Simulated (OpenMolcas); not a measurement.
## C: thermal populations, the spin-orbit constant, worked from levels

```yaml
Program: OpenMolcas
Basis: ANO-RCC-VQZP [5s4p3d2f1g]
Scalar_Hamiltonian: DKH2, point nucleus
Active_space: 4 electrons in 9 orbitals (RAS2 2s 2p; RAS3 3d, at most 2 electrons)
State_averaging: 2S+1 = 3 even, 3 roots; 2S+1 = 1 even, 6 roots; 2S+1 = 5 odd, 1 root; 2S+1 = 3 odd, 8 roots
Spin-orbit_coupling: state interaction with AMFI integrals over the reference wave functions, term energies averaged over their components
```

Methods: RASSCF; SS-RASPT2, IPEA 0.25 Eh, imaginary shift 0.1 Eh (closed shells correlated: 1s). Measured levels: NIST Handbook of Basic Atomic Spectroscopic Data.

**Thermal populations.** Z = Σ (2J + 1) exp(-E/kT) with k = 0.695035 cm-1/K, over the levels below. No other level of either list lies under 60300 cm-1, which is above 7 kT at each temperature.

```tsv
Level	2J + 1	SS-RASPT2	measured
2s2 2p2 3P0	1	0.0	0.0
2s2 2p2 3P1	3	15.1	16.4
2s2 2p2 3P2	5	44.9	43.4
2s2 2p2 1D2	5	10350	10193
2s2 2p2 1S0	1	21630	21648
2s 2p3 5S* 2	5	32340	33735
```

```json
{"T (K)": "5000", "Z, SS-RASPT2": "9.180", "Z, measured levels": "9.192", "Ground level (%), SS-RASPT2": "10.9", "Ground level (%), measured levels": "10.9"}
{"T (K)": "8000", "Z, SS-RASPT2": "9.764", "Z, measured levels": "9.784", "Ground level (%), SS-RASPT2": "10.2", "Ground level (%), measured levels": "10.2"}
{"T (K)": "12000", "Z, SS-RASPT2": "10.592", "Z, measured levels": "10.603", "Ground level (%), SS-RASPT2": "9.4", "Ground level (%), measured levels": "9.4"}
```

At 12000 K, kT = 8340 cm-1, and the computed levels give Z = 1.000 + 2.995 + 4.973 + 1.446 + 0.075 + 0.104 = 10.592.

**The spin-orbit constant.** For the Hund term 3P of p2, E(J) = (A/2) J(J+1) + constant and ζ = 2S·A = 2A. From J = 0 to J = 2 the energy changes by 3 A.

| Source | E(2) - E(0) | A | ζ |
| --- | --- | --- | --- |
| RASSCF | 44.9 | 15.0 | 30 |
| SS-RASPT2 | 44.9 | 15.0 | 30 |
| measured | 43.4 | 14.5 | 29 |

All in cm-1. SS-RASPT2 is off by +3.5 % and RASSCF by +3.5 %. Both methods take the spin-orbit matrix elements from the reference wave functions, so the second can move ζ only through the term energies and any multistate remixing. Second-order mixing with other terms is absorbed into this ζ.

CASPT2 breaks the degeneracy within a term, and the mean is taken; among the terms shown or strongly mixed into the levels shown the widest spread is 31 cm-1 (2s2 2p2 1D, SS-RASPT2). Active for correlation alone: 3d; no level in the range computed is led by a configuration that fills it, so any true level of that kind is missing. Without dynamic correlation excited terms often stand tens of per cent too high (terms of higher spin than the ground term too low), and those without a measured partner can miss by more than the paired ones (holds for RASSCF). Computed and measured levels are paired by configuration, term and J; levels that our copy of the source lacks, or whose pairing is in doubt (as where it misses far off the trend of its configuration), stay unpaired and out of the deviations. Levels of configurations outside the active space are missing.

* marks odd parity.
